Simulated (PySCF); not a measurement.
**Eu(55+): ionisation energy**

Eu(55+) [He] 2s2 2p4 (3P) → Eu(56+) [He] 2s2 2p3 (4S), as a difference of total energies. Computed with PySCF 2.14 in an uncontracted even-tempered set (16 s from 30 bohr⁻², ratio 2.5; 11 p from 39 bohr⁻², ratio 2.5; 5 d from 160 bohr⁻², ratio 2.7; 4 f from 230 bohr⁻², ratio 2.7), with the spin-free X2C one-electron Hamiltonian (Gaussian nucleus). Correlated levels: nothing frozen; virtual orbitals above 40 to 60 times the deepest correlated orbital energy dropped. The calculations carry no spin-orbit coupling.

```tsv
method	ionisation energy (eV)
UHF	11644.3
MP2 (all electrons)	11645.9
SCS-MP2 (all electrons)	11646.0
CCSD (all electrons)	11645.9
CCSD(T) (all electrons)	11645.9
```

Spin-orbit coupling is strong in these open shells (close to jj coupling). The scalar numbers leave it out and a first-order estimate fails, so it can dominate the gap to the real levels.

For this ion Breit and QED terms and the two-electron picture change, all absent here, outweigh the differences among the correlated methods.

For comparison: 11457 ± 5 eV (theoretical estimate listed by NIST; NIST Atomic Spectra Database, ionization energies).
